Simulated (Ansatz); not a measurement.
Calculated with Ansatz (gas phase, PBE0-D4/def2-TZVP geometries, no zero-point term in ΔE). CBS: MP2 limit from def2 TZ/QZ plus the TZ coupled-cluster correction, frozen cores. This one scheme is used for every species. DFT in def2-TZVPP. B3LYP here is the variant with VWN-RPA as its local correlation; programs differ in this. Each species was taken in one conformer, which may not be the lowest.

Consider the ligand exchange at the Si–C bond: `C#C[SiH2]F` + `N[SiH](O)O` → `O[SiH](O)N[SiH2]F` + acetylene.

```csv
species,B3LYP-D4 energy (Eh)
`C#C[SiH2]F`,-467.46893
`N[SiH](O)O`,-497.98189
`O[SiH](O)N[SiH2]F`,-888.09880
`C#C`,-77.36733
```

**Question.** Work out ΔE.

**Answer.** ΔE = (-888.09880) + (-77.36733) − (-467.46893) − (-497.98189) = -0.01531 Eh = -9.6 kcal/mol. CCSD(T)/CBS gives -9.6 kcal/mol.

Largest T1 diagnostic among the species: 0.013.

From PBE to PBE0 (25 % exact exchange), in def2-TZVPP and without D4, ΔE moves by −0.8 kcal/mol. The D4 term adds −1.8 kcal/mol with B3LYP and −1.0 kcal/mol with PBE0; it sums over pairs of atoms, weighted by their polarisabilities, and B3LYP, whose exchange is more repulsive, gets the larger term.
